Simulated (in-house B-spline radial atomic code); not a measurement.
Results of a calculation; reference values are marked as such.
**F in an electron gas of r_s = 3.6: phase shifts, screening and friction**

A nucleus sits in a uniform electron gas with a rigid positive background. The Kohn-Sham equations are solved self-consistently in the spin-unpolarised LDA (PW92), non-relativistic, on B-splines with outgoing waves at the boundary and partial waves to l = 8. The model has no lattice, no bands and no magnetic solution. Atomic units; δ_l are the phase shifts at the Fermi level, counted so that each bound state adds π, and good to about 0.0005.

The density parameter is r_s = 3.6 bohr.

```tsv
l	δ_l (rad)
0	5.4883
1	2.8569
2	0.0106
3	0.0035
4	0.0001
5	0.0000
6	0.0000
7	0.0000
8	0.0000
```

Bound levels below the band bottom (hartree): s -23.75, s -0.7138, p -0.06097.

(1) Check the Friedel sum rule, and say where the screening charge sits.

(2) Find the transport cross section and the electronic stopping of a 5 keV F ion (mass 19.0 u).

## Answers

(1) k_F = (9π/4)^(1/3)/r_s = 0.53310. The rule is Z = (2/π) Σ (2l + 1) δ_l. The terms are s 3.494, p 5.456, d 0.034, f 0.016 and 0.001 beyond, in all 9.000 against Z = 9. Bound states hold 4 s, 6 p, 0 d electrons, so the scattering states carry -1.00 in all; where a term is smaller than its bound count, the bound level has drawn weight out of the band.

(2) σ_tr = (4π/k_F²) Σ (l + 1) sin²(δ_l − δ_(l+1)). The terms for l = 0 to 3 are 0.2385, 0.1694, 0.0002, 0.0000, all together 0.4081, so σ_tr = 44.217 × 0.4081 = 18.044 bohr². With n = 3/(4π r_s³) = 0.005117, the friction coefficient is Q = n k_F σ_tr = 0.0492. For v well below v_F = 0.533, dE/dx = Q v; with 24801 eV per u at v = 1, v = √(5000/(24801 × 19.0)) = 0.1030, so dE/dx = 0.00507 hartree/bohr = 2.61 eV/nm. The largest term couples the s and p waves.
